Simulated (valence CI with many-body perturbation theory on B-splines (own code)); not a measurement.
# Sensitivity of CI+MBPT for Hf³³⁺

Calculated by configuration interaction combined with many-body perturbation theory (CI+MBPT): three valence electrons over a frozen Dirac-Fock core [Kr], a basis of 6 s, 6 p, 5 d, 5 f, 1 g functions for each j, with the one-electron correlation potential Σ1, the two-electron term Σ2, the three-electron term Σ3, Breit, model QED; selected CI, second order for the rest, scaled by the run's own slope (own B-spline code, finite nucleus).

No measured spectrum was set against this ion. As an estimate, large intervals hold to a few tenths of a per cent, small ones and those within an open d or f shell to about a per cent. Only levels of the ground parity were solved; by the run's estimate the other parity begins above the list, which can be wrong where configurations are misplaced.

The reference run has the lowest level (4d3/2^3) J=3/2 and an ionisation energy of 1363.58 eV. Its largest variational space holds 2447 state functions.

Levels are named by their leading jj configuration (3d3/2^4 stands for four electrons in 3d with j = 3/2), which in mixed levels can hold well under half, so a name can repeat and another be missing. Letters in brackets count levels of one name in rising energy.

Changed runs:
A. Breit term on → off
B. lowest core n in screening and Σ2 2 → 3
C. QED terms on → off; highest l in the core sums 6 → 3
D. start configuration 4d3 → 4s3 (bad on purpose)

Excitation energies of the reference run in cm⁻¹, and shifts in cm⁻¹:

```
                    Level  Reference      A        B      C
(4d3/2^2 4d5/2) J=5/2 [a]     101605  +2756      +11   -285
    (4d3/2^2 4d5/2) J=3/2     120873  +2482     +6.5   -439
    (4d3/2^2 4d5/2) J=7/2     130618  +3381      +11   -216
    (4d3/2^2 4d5/2) J=9/2     134169  +3548      +14   +2.5
    (4d3/2^2 4d5/2) J=1/2     135722  +2663     +4.1   -527
(4d3/2^2 4d5/2) J=5/2 [b]     195030  +3072     +1.4   -570
(4d3/2 4d5/2^2) J=7/2 [a]     231925  +5522      +12   -702
    (4d3/2 4d5/2^2) J=9/2     244276  +6122      +17   -540
(4d3/2 4d5/2^2) J=3/2 [a]     257784  +5181     +0.5  -1045
    (4d3/2 4d5/2^2) J=1/2     266181  +5333     -0.3  -1146
   (4d3/2 4d5/2^2) J=11/2     273647  +6525      +20   -267
(4d3/2 4d5/2^2) J=5/2 [a]     274069  +5078     +8.2   -839
   Ionisation energy (eV)    1363.58  +0.83  +0.0064  +0.85
```

Run D: It gave no result: a shell was given more electrons than it holds. The program said: "a valence shell holds more than 4l+2 electrons".
